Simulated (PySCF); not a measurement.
**Computed properties of H7Si3, SMILES [SiH2][SiH2][SiH3]**

H7Si3, SMILES [SiH2][SiH2][SiH3] (connectivity only; charge and spin as stated), charge +1, multiplicity 1. Geometry optimised at B3LYP-D3(BJ)/def2-SVP. The spin state was assumed, not searched. The isomer is the one that the SMILES or the coordinates give; other isomers of the formula were not compared. The values are those of a single conformer. All values are computed for the isolated molecule unless a solvent is named; none is compared with measurement here.

**Structure.** The optimised structure has Cs symmetry. All 24 harmonic modes at B3LYP-D3(BJ)/def2-SVP (PySCF) are real, so it is a minimum. With heavy atoms numbered as in [SiH2:1][SiH2:2][SiH3:3], the shortest bond between them is Si1–Si2 at 2.317 Å and the longest Si2–Si3 at 2.413 Å.

**Vibrations.** The strongest infrared lines (harmonic, unscaled, degenerate partners summed) lie at 832 cm⁻¹ (333 km/mol, H 93 %), 883 cm⁻¹ (77 km/mol, H 96 %), 953 cm⁻¹ (77 km/mol, H 94 %). The softest mode is at 52 cm⁻¹ and the zero-point energy is 35.8 kcal/mol.

**Electronic structure.** HF/def2-TZVPD (PySCF) places the frontier levels at -15.25 and -5.64 eV, a gap of 9.61 eV and a mean polarisability of 79.3 bohr³. PBE/def2-TZVPD (PySCF) at the same geometry gives -12.12 and -9.63 eV, so its gap is 7.12 eV narrower. An orbital gap is neither the optical nor the fundamental gap.

**Excitations.** TDDFT-B3LYP/def2-SVPD (PySCF) has S1 at 3.38 eV (367 nm, f = 0.112, bright); the most intense of the 10 singlets computed lies at 7.51 eV (f = 0.16). T1 (TDA) is at 2.34 eV. TDDFT-PBE/def2-SVPD (PySCF) puts S1 at 3.22 eV. No vertical singlet excitation falls in the visible range (under 3.1 eV).

**NMR.** GIAO shifts at KT2/pcSseg-1 (PySCF) (non-relativistic, atoms alike by connectivity averaged): ¹H from 4.7 to 10.1 ppm against TMS; ²⁹Si from -98.3 to 483.4 ppm against TMS.

**Solvation.** SMD-ωB97X/6-31G* (PySCF) gives -51.7 kcal/mol in water, -46.3 kcal/mol in chlorobenzene, -50.2 kcal/mol in dichloromethane (1 M in both phases, gas-phase geometry); of these solvents water holds the molecule best.
